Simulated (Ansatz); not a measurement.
Diatomic CdO+, multiplicity 4 (an upper state: multiplicity 2 came lower at CCSD(T)/def2-TZVPP on PBE0 minima). No spin–orbit coupling.

Seven points along R, fitted to fifth degree in 1/R; most abundant isotopes. Runs in def2 and cc sets follow the lowest solution found near the PBE0 minimum.

Correlated levels freeze the inner cores; with def2 sets outer-core shells near the valence are correlated too.

Codes used: Ansatz (a program for electronic structure). Values without a source in brackets are computed. In def2 rows elements past Kr take small-core potentials, without spin–orbit coupling.

What bond length and harmonic frequency does PBE/def2-TZVPP give?

r_e = 2.617 Å, ω_e = 176 cm⁻¹.

What bond length and harmonic frequency does CCSD/def2-TZVPP give?

r_e = 2.636 Å, ω_e = 161 cm⁻¹.

What bond length and harmonic frequency does CCSD(T)/def2-TZVPP give?

r_e = 2.615 Å, ω_e = 168 cm⁻¹.
